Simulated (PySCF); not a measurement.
H₃S, SMILES [SH3+], charge +1. Geometry: PBE-D3(BJ)/def2-TZVPD. The isomer is the one that the SMILES or the coordinates give; other isomers of the formula were not compared.

Computed equilibrium geometry at PBE-D3(BJ)/def2-TZVPD (PySCF confirms it by a frequency run) as a Z-matrix, and its point group:
point group C3v.
```
S
H 1 1.3696
H 1 1.3696 2 93.27
H 1 1.3696 2 93.27 3 -93.47
```
Charge +1, spin multiplicity 1.
